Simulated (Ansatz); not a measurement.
Cost and result up the ladder for Si₈NH₁₇, a cluster cut from the lattice of silicon (1 of the caps NH2) (26 atoms). Total charge 0; singlet. Geometry: PBE-D4/def2-SVP.

```xyz
26

Si   -2.106   -1.689    0.027
Si    1.868   -0.342   -1.106
Si    0.243    0.093    2.639
Si   -1.297    2.076   -0.904
Si   -1.464   -1.488    2.283
Si    2.121   -0.232    1.252
Si   -2.872    0.326   -0.920
Si    0.717    1.515   -1.986
N     3.415   -0.395   -1.950
H    -3.216   -2.707   -0.074
H    -0.940   -2.204   -0.777
H     4.012    0.434   -1.862
H     3.990   -1.233   -1.810
H     1.143   -1.616   -1.449
H     0.685   -0.009    4.079
H    -0.315    1.476    2.433
H    -1.013    2.495    0.515
H    -1.907    3.259   -1.617
H    -0.980   -2.836    2.759
H    -2.675   -1.117    3.102
H     2.797   -1.507    1.702
H     3.092    0.891    1.538
H    -3.264    0.063   -2.354
H    -4.109    0.768   -0.178
H     0.430    1.274   -3.447
H     1.646    2.703   -1.894
```

Ansatz on 4 threads of Intel Xeon Platinum 8375C on a shared host. Times are rough, and most runs start from the orbitals of an earlier one. PBE0-D4/def2-TZVP serves as the yardstick here, not as an exact answer. Differences are given only for rows in sets of like size (and for xTB, whose basis is part of the method), since another set adds its own error. Binding counts from free atoms at the same level (Si triplet, N quartet, H doublet; other spins of the atoms weren't run), without zero-point energy or a counterpoise term.

Correlated methods freeze 41 core orbitals. The rows differ in basis, and correlated rows in double-zeta sets carry the largest basis error.

Correlated methods converge slowly with the basis, most of all in double-zeta sets.

| level | functions | wall time | binding energy per atom (eV) | difference from PBE0-D4/def2-TZVP (eV) |
| --- | --- | --- | --- | --- |
| PBE-D4/def2-SVP | 243 | 3.4 s | 3.13 | – |
| MP2/def2-SVP | 243 | 6 s | 2.88 | – |
| PBE0-D4/def2-SVP | 243 | 6.5 s | 3.11 | – |
| PBE-D4/def2-TZVP (with forces) | 429 | 9.5 s | 3.14 | 0.01 |
| r2SCAN-D4/def2-TZVP | 429 | 12 s | 3.15 | 0.02 |
| PBE0-D4/def2-TZVP | 429 | 18 s | 3.13 | 0.00 |
| r2SCANh-D4/def2-TZVP | 429 | 22 s | 3.14 | 0.01 |
| B97M-V/def2-TZVP | 429 | 32 s | 3.17 | 0.05 |
